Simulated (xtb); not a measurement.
CdI (SMILES [Cd+][I]), charge +1, singlet, from a rough starting geometry (GFN-xTB shapes and energies of metal compounds can be far from the true ones); xtb with GFN2-xTB.

The xtb input:
```
$ xtb mol.xyz --gfn 2 --chrg 1 --opt vtight --json

# file mol.xyz
2

Cd    -0.79420857    -0.65342285    -0.71946919
I      0.80388546     0.62727609     0.71158635
```

**Question.** Write the output that xtb gives for this input, abridged.

**Answer.** 
```
   ID    Z sym.   atoms
    1   48 Cd     1
    2   53 I      2

           -------------------------------------------------
          |                Calculation Setup                |
           -------------------------------------------------

           -------------------------------------------------
          |                 G F N 2 - x T B                 |
           -------------------------------------------------

          ...................................................
          :                      SETUP                      :
          :.................................................:
          :  # basis functions                  14          :
          :  # atomic orbitals                  13          :
          :  # shells                            5          :
          :  # electrons                         8          :
          :  max. iterations                   250          :
          :  Hamiltonian                  GFN2-xTB          :
          :  restarted?                      false          :
          :  GBSA solvation                  false          :
          :  PC potential                    false          :
          :  electronic temp.          300.0000000     K    :
          :  accuracy                    1.0000000          :
          :  -> integral cutoff          0.2500000E+02      :
          :  -> integral neglect         0.1000000E-07      :
          :  -> SCF convergence          0.1000000E-05 Eh   :
          :  -> wf. convergence          0.1000000E-03 e    :
          :  Broyden damping             0.4000000          :
          :  net charge                          1          :
          :  unpaired electrons                  0          :
          ...................................................

 iter      E             dE          RMSdq      gap      omega  full diag
   1     -3.9147066 -0.391471E+01  0.269E+01    3.09       0.0  T
   2     -3.8893983  0.253083E-01  0.227E+01    2.05       1.0  T
   3     -3.7317227  0.157676E+00  0.111E+01    4.06       1.0  T
   4     -3.9375258 -0.205803E+00  0.543E+00    2.13       1.0  T
   5     -3.9480649 -0.105390E-01  0.187E+00    2.32       1.0  T
   6     -3.9484035 -0.338609E-03  0.111E+00    2.39       1.0  T
   7     -3.9486286 -0.225131E-03  0.612E-01    2.41       1.0  T
   8     -3.9486307 -0.205763E-05  0.152E-01    2.40       1.0  T
   9     -3.9486357 -0.500271E-05  0.635E-02    2.39       1.1  T
  10     -3.9486361 -0.414592E-06  0.256E-02    2.39       2.8  T
  11     -3.9486361 -0.294843E-07  0.547E-03    2.39      12.9  T
  12     -3.9486361 -0.503671E-08  0.115E-04    2.39     615.5  T
  13     -3.9486361 -0.655165E-11  0.170E-04    2.39     415.0  T

   *** convergence criteria satisfied after 13 iterations ***

         :::::::::::::::::::::::::::::::::::::::::::::::::::::
         ::                     SUMMARY                     ::
         :::::::::::::::::::::::::::::::::::::::::::::::::::::
         :: total energy              -3.932903635606 Eh    ::
         :: gradient norm              0.025247747874 Eh/a0 ::
         :: HOMO-LUMO gap              2.392399314861 eV    ::
         ::.................................................::
         :: SCC energy                -3.948636136394 Eh    ::
         :: -> isotropic ES            0.189608704107 Eh    ::
         :: -> anisotropic ES         -0.002274853140 Eh    ::
         :: -> anisotropic XC         -0.002268596333 Eh    ::
         :: -> dispersion             -0.001183175086 Eh    ::
         :: repulsion energy           0.015732500788 Eh    ::
         :: add. restraining           0.000000000000 Eh    ::
         :: total charge               1.000000000000 e     ::
         :::::::::::::::::::::::::::::::::::::::::::::::::::::

      -----------------------------------------------------------
     |                   =====================                   |
[...]
 * total energy  :    -3.9329036 Eh     change       -0.6768808E-11 Eh
 * total energy  :    -3.9220359 Eh     change        0.1086779E-01 Eh
 * total energy  :    -3.9326617 Eh     change       -0.1062588E-01 Eh
 * total energy  :    -3.9317353 Eh     change        0.9264696E-03 Eh
 * total energy  :    -3.9337619 Eh     change       -0.2026603E-02 Eh
 * total energy  :    -3.9338199 Eh     change       -0.5802019E-04 Eh
 * total energy  :    -3.9338221 Eh     change       -0.2249441E-05 Eh
 * total energy  :    -3.9338232 Eh     change       -0.1117585E-05 Eh
 * total energy  :    -3.9338232 Eh     change       -0.1502305E-09 Eh
   *** GEOMETRY OPTIMIZATION CONVERGED AFTER 9 ITERATIONS ***
         :: total energy              -3.933823248933 Eh    ::
[...]
         :: gradient norm              0.000000080690 Eh/a0 ::
         :: HOMO-LUMO gap              2.156939942086 eV    ::
         ::.................................................::
         :: SCC energy                -3.944665807633 Eh    ::
         :: -> isotropic ES            0.187862829281 Eh    ::
         :: -> anisotropic ES         -0.002237335929 Eh    ::
         :: -> anisotropic XC         -0.001188940363 Eh    ::
         :: -> dispersion             -0.001185067542 Eh    ::
         :: repulsion energy           0.010842558700 Eh    ::
         :: add. restraining           0.000000000000 Eh    ::
         :: total charge               1.000000000000 e     ::
         :::::::::::::::::::::::::::::::::::::::::::::::::::::

           -------------------------------------------------
          |                Property Printout                |
           -------------------------------------------------

    * Orbital Energies and Occupations

         #    Occupation            Energy/Eh            Energy/eV
      -------------------------------------------------------------
         1        2.0000           -1.0240531             -27.8659
         2        2.0000           -0.7782937             -21.1785
         3        2.0000           -0.7013891             -19.0858
         4        2.0000           -0.7013891             -19.0858 (HOMO)
         5                         -0.6221230             -16.9288 (LUMO)
         6                         -0.3360285              -9.1438
         7                         -0.3360285              -9.1438
         8                         -0.2818316              -7.6690
         9                         -0.2818316              -7.6690
        10                         -0.2736618              -7.4467
        11                         -0.2736618              -7.4467
        12                         -0.2605386              -7.0896
        13                          0.4024197              10.9504
      -------------------------------------------------------------
                  HL-Gap            0.0792661 Eh            2.1569 eV
             Fermi-level           -0.6617561 Eh          -18.0073 eV

     #   Z          covCN         q      C6AA      α(0)
     1  48 Cd       0.841     0.604   356.246    42.845
     2  53 I        0.841     0.396   344.075    32.022

 Mol. C6AA /au·bohr⁶  :       1383.924357
 Mol. C8AA /au·bohr⁸  :     128265.690831
 Mol. α(0) /au        :         74.866295

Wiberg/Mayer (AO) data.
largest (>0.10) Wiberg bond orders for each atom

 ---------------------------------------------------------------------------
     #   Z sym  total        # sym  WBO       # sym  WBO       # sym  WBO
 ---------------------------------------------------------------------------
     1  48 Cd   1.585 --     2 I    1.585
     2  53 I    1.585 --     1 Cd   1.585
 ---------------------------------------------------------------------------

Topologies differ in total number of bonds
Writing topology from bond orders to xtbtopo.mol

molecular dipole:
                 x           y           z       tot (Debye)
 q only:       -0.313      -0.283      -0.296
   full:       -1.641      -1.347      -1.485       6.584
molecular quadrupole (traceless):
                xx          xy          yy          xz          yz          zz
 q only:        0.649       2.877      -0.603       3.205       2.583      -0.045
  q+dip:        0.706       3.418      -0.656       3.769       3.092      -0.050
   full:        0.488       2.474      -0.453       2.715       2.247      -0.035

optimized geometry written to: xtbopt.xyz

           -------------------------------------------------
          | TOTAL ENERGY               -3.933823248933 Eh   |
          | GRADIENT NORM               0.000000080690 Eh/α |
          | HOMO-LUMO GAP               2.156939942086 eV   |
           -------------------------------------------------
```
